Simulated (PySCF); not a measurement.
Gas-phase equilibrium of 1 mol HF, 8.4 mol H2O at 1800 K and 1.00 bar, among 15 species (O2, F2, O, F, HO2, HOF, H2O, H, FO, H2O2, O3, HF, H2, F2O, OH). Only gases are allowed; each row takes one source of thermochemistry for all species, and Cantera finds the minimum.

Method: PySCF energies (xtb for GFN2) plus ideal-gas RRHO corrections (1 bar). Table values come from the NASA 1993 polynomials. † marks an energy on the PBE0/def2-TZVP geometry and frequencies; other levels use their own. MP2 and CCSD(T) freeze the core. 6-31G* has spherical d functions here. Open shells (unrestricted) among the columns below: O (multiplicity 3, electronic degeneracy 9), H (multiplicity 2), OH (multiplicity 2, electronic degeneracy 4); the rest are closed-shell singlets. GFN2 has no spin-polarisation term. Spin-orbit splitting is ignored; it lowers the true energy and changes the entropy of O, OH. B3LYP is the form with VWN-RPA correlation. MP2 isn't extrapolated to the basis-set limit. CCSD(T) isn't extrapolated to the basis-set limit. The harmonic model lacks anharmonicity and excited electronic states, which grow with temperature; levels with a mode under 35 cm⁻¹ are left out. The table's entry may be an old estimate for OH (not checked at source).

Molecules larger than those listed are left out. Also missing: (HF)n, which can matter at low temperature or high pressure. Table species left out: FO2, H2F2, H3F3, H4F4.

Mole fractions:

```tsv
thermochemistry	x H2O	x H2	x O	x HF	x OH	x H
table	0.89	0.0018	3.3e-6	0.11	0.00050	1.5e-5
B3LYP/def2-TZVP†	0.88	0.0067	4.8e-6	0.11	0.0012	2.8e-5
CCSD(T)/def2-TZVPP†	0.89	0.0024	1.1e-5	0.11	0.00095	2.2e-5
GFN2-xTB	0.89	0.00013	<1e-12	0.11	2.7e-6	5.6e-7
HF/6-31G*	0.31	0.28	0.24	0.075	0.088	0.010
MP2/def2-TZVPP†	0.89	0.0014	1.8e-6	0.11	0.00024	3.2e-5
r2SCAN/def2-TZVP†	0.88	0.0082	2.3e-6	0.11	0.0011	4.5e-5
```
The most sensitive of these is O: it spans a factor of 10^11.4 over these rows; at this temperature one factor of ten is RT ln 10 = 34 kJ/mol.
